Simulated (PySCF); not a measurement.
Magnetic susceptibility: `CC#[N+][GaH2-][CH2]N`, C3H9GaN2

Geometry (Å), atoms numbered from 1 in this order:
```xyz
15

C     2.4308    0.4644   -0.4553
C     1.6084   -0.3921    0.3660
N     0.9078   -1.0515    1.0045
Ga   -1.1861   -1.1955    1.4510
C    -1.6554   -0.1875   -0.2256
N    -0.8766    1.0429   -0.3771
H     2.9585   -0.1232   -1.2191
H     1.7324    1.1685   -0.9338
H     3.1593    1.0103    0.1603
H    -1.4690   -2.7445    1.5086
H    -1.1961   -0.3430    2.7879
H    -2.7544   -0.0242   -0.2320
H    -1.4459   -0.8508   -1.0829
H    -1.2261    1.6007   -1.1568
H    -0.9955    1.6288    0.4490
```

Computed with PySCF, GIAO wB97X-D/pcSseg-1 magnetisability, rotational g tensor and spin-rotation constants, non-relativistic, gas phase. Geometry: PBE0-D3(BJ)/def2-SVP.

The calculation is non-relativistic, which matters for the atoms heavier than Zn.

(1) How diamagnetic is it, and how anisotropic?

(2) Split it along the inertial axes a, b, c into diamagnetic and paramagnetic parts about the centre of mass, with the quadrupole moment.

(3) And the rotational g tensor?

## Answers

(1) Isotropic -1276 × 10⁻³⁰ J/T², or -76.8 × 10⁻⁶ cm³/mol; principal values -1452, -1207, -1168 × 10⁻³⁰ J/T², anisotropy 267 × 10⁻³⁰ J/T² (root of half the summed squared differences of the principal values). The susceptibility is in cgs units.

(2) 
| axis | χ (10⁻⁶ cm³/mol) | diamagnetic (10⁻⁶ cm³/mol) | paramagnetic (10⁻⁶ cm³/mol) | summed x² of all electrons (Å²) | quadrupole Θ (D Å) |
| --- | --- | --- | --- | --- | --- |
| a | -86.3 | -463.2 | 376.9 | 191.2 | +12.19 |
| b | -71.9 | -905.2 | 833.3 | 87.0 | -4.21 |
| c | -72.2 | -1180.2 | 1108.0 | 22.2 | -7.99 |

Anisotropies 2χaa − χbb − χcc = -28.6 and 2χbb − χaa − χcc = +14.8 × 10⁻⁶ cm³/mol. Θ is traceless in Buckingham's convention.

(3) 
| axis | rotational constant (GHz) | g | nuclear part | electronic part |
| --- | --- | --- | --- | --- |
| a | 3.4410 | -0.0025 | 0.6068 | -0.6092 |
| b | 1.4706 | -0.0044 | 0.5713 | -0.5757 |
| c | 1.0916 | -0.0019 | 0.5663 | -0.5682 |

Asymmetric top; isotopes 12C, 69Ga, 1H, 14N; no vibrational averaging.
